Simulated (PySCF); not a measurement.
**Electronic structure of Cd²⁺ (cadmium, charge +2) at the UHF level**

Configuration: [Kr] 4d10, closed-shell 1S. Calculation: PySCF 2.14, in def2-QZVPPD with the def2 core potential (28 electrons) (7s5p4d4f2g, 88 functions); a scalar-relativistic core potential.

- Total energy: -166.042575 hartree
- One-electron energy: -284.0158 hartree
- Hartree (Coulomb) energy: 132.2518 hartree
- Exchange energy: -14.2786 hartree
- ⟨S²⟩: 0.0000
- ⟨L²⟩: 0.000
- Sum of ⟨r⟩: 20.18 bohr
- Sum of ⟨r²⟩: 26.51 bohr²

| shell | electrons | mean orbital energy (eV) | rms radius, mean of both spins (bohr) |
| --- | --- | --- | --- |
| 4s | 2 | -149.12 | 0.947 |
| 4p | 6 | -104.84 | 1.04 |
| 4d | 10 | -38.074 | 1.35 |

Energies and moments cover only the electrons outside the core potential.
